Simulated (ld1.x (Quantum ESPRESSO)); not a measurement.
# Si (Z = 14): RRKJ pseudisation with PBEsol, scalar-relativistic reference atom.

- Element: Si (Z = 14)
- Generator: ld1.x (Quantum ESPRESSO) 7.5
- Type: norm-conserving RRKJ (Kleinman–Bylander form)
- Functional: PBEsol
- Relativity: scalar-relativistic
- Frozen core: [Ne]
- Valence charge: 4
- Reference configuration: 3s2 3p0 (charge +2)
- Partial waves: 3p (bound, empty): rc 1.50 bohr; 3s (bound): rc 1.65 bohr
- Local potential: the s channel
- Core correction: none

All-electron outer shells of the reference configuration (PBEsol, scalar-relativistic, ld1.x):

```csv
shell,level (eV),outermost node (bohr),outermost maximum (bohr)
3s,-28.49,0.72,1.69
3p,-20.47,0.71,1.91
```

Results:

| Property | Result |
| --- | --- |
| Cutoffs needed | 18 Ry and 40 Ry (the cutoffs (Ry, on a coarse ladder) from which the occupation-weighted sum of valence levels, in a spherical-Bessel basis at the reference potential, stays within 10 and 1 mRy of its value at 400 Ry) |
| Ghost test | no extra level below or beside the all-electron valence levels (p, s, d, f tested) (spherical-Bessel basis up to 400 Ry, 20 bohr box) |
| Largest excitation error | +33 meV (all-electron minus pseudo) for 3s1 3p0, out of 7 test configurations |

Generation and tests took about 3.5 s on one core of a shared server CPU.
